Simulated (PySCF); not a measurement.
## Correlation energy of Mn³⁺ (manganese, charge +3)

[Ar] 3d4, high-spin 5D determinant. Calculation: PySCF 2.14, in x2c-TZVPPall (6s5p4d2f1g, 64 functions); scalar relativity by spin-free X2C-1e. Frozen: [Ne]; 12 electrons correlated.

| level | correlation energy (mhartree) |
| --- | --- |
| CCSD | -342.69 |
| (T) | -5.33 |
| CCSD(T) | -348.02 |

Diagnostics: T1 = 0.0037, D1 = 0.0086, largest double amplitude 0.028.

Q: Is a single reference adequate?

A: Yes: T1 lies below 0.03 and no double amplitude reaches 0.07.

This basis was not built for core-valence correlation, so the inner-shell part is incomplete.
